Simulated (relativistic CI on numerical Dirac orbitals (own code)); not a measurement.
Hyperfine structure of Ba⁴⁵⁺, mass number 135

Method of calculation: Dirac-Coulomb-Breit CI, KLI orbitals optimised for each configuration, QED by a radiative potential, unscaled Slater integrals (own radial code, finite nucleus).

Configuration list (outside the closed core [Ne]): 3s, 3p, 3d, 4s, 4p, 4d, 4f, 5s, 5p, 5d, 5f, 5g, 6s, 6p, 6d. Levels of other configurations are missing.

Nuclear spin I = 3/2, μ = 0.8381 μN, Q = 0.153 b (tables of Stone and Pyykkö). The electronic factors are computed for point nuclear moments, without core polarisation or the Bohr-Weisskopf and QED corrections.

| Level | E (Ry) | A (GHz) | B (GHz) |
| --- | --- | --- | --- |
| 3s ²S1/2 | 0.000 | 1020 |  |
| 3p ²P°1/2 | 7.756 | 321.4 |  |
| 3p ²P°3/2 | 15.240 | 47.62 | 25.4 |
| 3d ²D3/2 | 24.986 | 24.97 | 4.45 |
| 3d ²D5/2 | 26.669 | 10.27 | 5.84 |
| 4s ²S1/2 | 121.934 | 416.7 |  |
| 4p ²P°1/2 | 125.141 | 132.8 |  |
| 4p ²P°3/2 | 128.188 | 19.84 | 10.6 |

Levels with J = 0, under 50 % of one LS term, or S terms without an open s electron are left out. Small factors come from cancelling terms and can be off by tens of per cent or more.

At this charge energies of transitions that change n are usually good to better than 1 %, and those within a shell (Δn = 0) to a few per cent.

Give the hyperfine levels of 3s ²S1/2 relative to its centre of gravity.

With K = F(F + 1) − I(I + 1) − J(J + 1), E = AK/2: F = 1: -1275, F = 2: 765.1 GHz.
